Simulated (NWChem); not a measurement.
Ionisation of iminoborane (H2BN)

```xyz
4

B      0.0000     0.0000    -0.7011
N      0.0000     0.0000     0.5488
H      0.0000     0.0000    -1.8910
H      0.0000     0.0000     1.5544
```
Charge 0, spin multiplicity 1.

Program: NWChem. All single points use one geometry, from PBE/def2-SVP, a minimum by its harmonic frequencies.

Basis set: def2-TZVP. The species with one electron less has spin multiplicity 2 and keeps the geometry of the parent. Δ marks differences of total energies (open shells unrestricted). −ε marks an orbital energy of the parent. That orbital need not have the symmetry of the hole or added electron in the Δ rows.

B3LYP has NWChem's definition, with VWN1-RPA local correlation. No SCF solution was tested for a lower state.

One of these methods gave a first vertical ionisation energy of 10.75 eV. Which?
A. ΔB3LYP
B. evGW0@PBE
C. G0W0@LDA (SVWN5)
D. −ε(HOMO) of B3LYP

C, G0W0@LDA (SVWN5). The others give 11.31 (ΔB3LYP), 8.24 (−ε(HOMO) of B3LYP), 11.09 (evGW0@PBE).
